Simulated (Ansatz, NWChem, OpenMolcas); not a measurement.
Computed against measured: dipole moment

8 molecules with halogens; the dipole moment in D, computed less measured. Shapes, held fixed at every level: PBE0-D4/def2-TZVP. No vibrational averaging. Dipoles are compared by magnitude; molecules under 1 D, whose direction can flip, are left out. Programs: Ansatz 0.2.0, NWChem 7.3.0, OpenMolcas 26.06. A level may come from different programs for different species; with the same settings they agree closely. Measured values: NIST CCCBDB.

Levels: A = PBE-D4/def2-TZVPP; B = BHLYP/aug-cc-pVDZ; C = PBE0/aug-cc-pVDZ.

```
                    molecule  measured      A      B      C
    CH2Cl2 (dichloromethane)      1.60  -0.04  +0.14  +0.08
CH2ClF (chlorofluoromethane)      1.82  -0.14  +0.10  +0.01
     CH2F2 (difluoromethane)      1.97  -0.25  +0.08  -0.07
     CHBrF2 (SMILES FC(F)Br)      1.50  -0.22  -0.03  -0.12
       SiH3Cl (chlorosilane)      1.31  -0.15  +0.16  +0.08
C2H2F2 (vinylidene fluoride)      1.38  -0.39  +0.03  -0.14
      C2H3Br (vinyl bromide)      1.42  -0.09  +0.15  +0.07
          C2H5F (SMILES CCF)      1.96  -0.21  +0.07  -0.04
```

(1) Sum up the errors.

Answers

(1) 
```tsv
level	kind	mean error	mean absolute error	worst case
PBE-D4/def2-TZVPP	GGA	-0.186	0.186	C2H2F2
BHLYP/aug-cc-pVDZ	global hybrid	+0.088	0.095	SiH3Cl
PBE0/aug-cc-pVDZ	global hybrid	-0.016	0.076	C2H2F2
```

On this set PBE0/aug-cc-pVDZ has the smallest mean absolute error and PBE-D4/def2-TZVPP the largest. PBE-D4/def2-TZVPP is too low in 8 of 8; BHLYP/aug-cc-pVDZ is too high in 7 of 8. The levels differ in basis as well as in method. The smallest two are near a tie. Relativity is left out for Br. The set is small.
